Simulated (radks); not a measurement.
The mean radii <r> (bohr) of the occupied orbitals of an atom or ion are listed with their occupations. All-electron calculation, scalar-relativistic Kohn-Sham, PBE, spin-polarised, spherical densities, finite nucleus; Fermi nuclear charge, rms radius of each element as measured or else 0.836 A^(1/3) + 0.57 fm. Program: a radial shooting solver on a logarithmic mesh with Libxc functionals.

| orbital | occ. | <r> |
|---|---|---|
| 1s down | 1 | 0.03185 |
| 1s up | 1 | 0.03185 |
| 2s up | 1 | 0.1384 |
| 2s down | 1 | 0.1383 |
| 2p up | 3 | 0.1206 |
| 2p down | 3 | 0.1206 |
| 3s up | 1 | 0.3793 |
| 3s down | 1 | 0.3793 |
| 3p up | 3 | 0.3787 |
| 3p down | 3 | 0.3787 |
| 3d up | 5 | 0.3576 |
| 3d down | 5 | 0.3576 |
| 4s up | 1 | 0.9425 |
| 4s down | 1 | 0.9414 |
| 4p up | 3 | 1.034 |
| 4p down | 3 | 1.033 |
| 4d up | 5 | 1.416 |
| 4d down | 3 | 1.440 |
| 5s up | 1 | 2.996 |
| 5s down | 1 | 3.084 |

Name the element and its charge. Open shells, if any, are filled with parallel spins first.

Answer. Z = 46, palladium, charge 0: Pd in [Kr] 4d8 5s2. The 1s radius gives Z: for a bare nucleus <r> = (2 gamma + 1)/(2Z) with gamma = sqrt(1 - (Z/c)^2), 0.03135 bohr for Z = 46, and screening makes it slightly larger (0.03185 here). The occupations add up to 46, and the charge is Z minus that.
